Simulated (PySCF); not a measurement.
A run that did not reach its result, on `O=CCOCC(F)=C(F)F` (driver script around PySCF, density fitting, GFN2-xTB geometry as the base; each input is a line of settings and coordinates in Å).

Command:
```bash
OMP_NUM_THREADS=1 python probes_run.py task.json out
```
Input:
```
{"job": {"kind": "nmr", "xc": "PBE0", "basis": "6-31G*", "pop": true, "scf": {"max_cycle": 2}}, "charge": 0, "multiplicity": 1}
O      2.359636    -0.081330    -1.343892
C      2.300050     0.635976    -0.388697
C      1.425677     0.438290     0.827172
O      0.694451    -0.764437     0.866520
C     -0.291154    -0.920567    -0.133930
C     -1.459485     0.013450     0.045162
F     -1.331252     1.236033    -0.514896
C     -2.565298    -0.258613     0.726780
F     -3.591631     0.556294     0.904461
F     -2.788457    -1.428307     1.303990
H      2.903894     1.562282    -0.313999
H      0.774732     1.323216     0.913148
H      2.069102     0.414448     1.712316
H      0.128972    -0.766723    -1.134301
H     -0.633653    -1.952022    -0.031332
```

Output:
```
final grid: 140128 points
cycle   1  E = -642.5006215181  dE =  1.757e+00  |g| = 1.154e+00  |ddm| = 3.896e+00
cycle   2  E = -641.8592585826  dE =  6.414e-01  |g| = 2.161e+00  |ddm| = 2.805e+00
SCF not converged, last energy = -641.8592585826
```

On one thread, Arm Neoverse V1 (aarch64), shared host with 32 logical CPUs at a one-minute load of 25, this took 4.0 s wall and 0.65 GiB of memory at its peak.

**Question.** What went wrong, and what mends it?

**Answer.** The cap of 2 cycles ended the SCF with an orbital gradient of 2.2e+00, before the energy threshold of 1e-09 Eh and the gradient threshold (its square root) were both met. Raise the cap. Its energy and orbitals aren't self-consistent and shouldn't be used.

Shape of the structure used: `[O:1]=[CH:2][CH2:3][O:4][CH2:5][C:6]([F:7])=[C:8]([F:9])[F:10]`: O1–C2–C3–O4 5°, C2–C3–O4–C5 -65°, C3–O4–C5–C6 -69°, O4–C5–C6–F7 87°.
